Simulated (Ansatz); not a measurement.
Computed with frozen-core CCSD(T)/def2-TZVPP // TPSS-D3(BJ)/def2-SVP (Ansatz, a quantum-chemistry and plane-wave program).

Ansatz 0.2 input:
```yaml
crystal:
  periodic: [false, false, false]
  atoms:
    - { symbol: Y, position_ang: [-0.081732, 0.028167, 0.037786] }
    - { symbol: F, position_ang: [0.584421, -1.326525, 1.368578] }
    - { symbol: F, position_ang: [-2.038252, 0.49587, 0.031058] }
    - { symbol: O, position_ang: [1.187897, 0.900243, -1.27056] }
    - { symbol: H, position_ang: [1.782486, 1.33033, -1.89794] }
basis:
  gaussian: { orbitals: def2-TZVPP }
correlation:
  method: ccsd_t
```

Output:

```
Functional definition: HF
1083 factors; integrals over basis functions are off by at most 5.8e-4 eV
mean field evaluation 1: about -8498.9970 eV, gradient 6.5e1 eV
mean field evaluation 2: about -8499.0621 eV, gradient 6.5e1 eV
mean field evaluation 4: about -8505.7856 eV, gradient 1.7e0 eV
mean field evaluation 8: about -8505.8352 eV, gradient 2.6e-1 eV
mean field evaluation 16: about -8498.9966 eV, gradient 6.5e1 eV
mean field -8505.83539128 eV, -312.5836851672 hartree, gradient 2.2e-6 eV, S^2 0.000000; 0 other end points of the search recorded, 0 dependent functions left out
3 core orbitals not correlated
reference -8505.83539128 eV, -312.5836851672 hartree; 16, 16 occupied and 144, 144 virtual orbitals, 1083 factors
second order -27.43469050 eV of doubles, -0.00000000 eV of singles
cycle   1  -26.67723153 eV  change    7.6e-1 eV  update   1.3e-1
cycle   2  -27.23978599 eV  change   -5.6e-1 eV  update   4.9e-2
cycle   3  -27.39389587 eV  change   -1.5e-1 eV  update   2.1e-2
cycle   4  -27.38135172 eV  change    1.3e-2 eV  update   6.2e-3
cycle   5  -27.37272386 eV  change    8.6e-3 eV  update   2.1e-3
cycle   6  -27.37355324 eV  change   -8.3e-4 eV  update   7.6e-4
cycle   7  -27.37369722 eV  change   -1.4e-4 eV  update   2.0e-4
cycle   8  -27.37350840 eV  change    1.9e-4 eV  update   8.7e-5
cycle   9  -27.37350174 eV  change    6.7e-6 eV  update   2.8e-5
perturbative correction -0.87103144 eV, -0.0320098152 hartree
Total energy: -8534.07992446 eV, -313.6216526167 hartree
```

Cost: about 2.3 core-minutes (a rough figure).
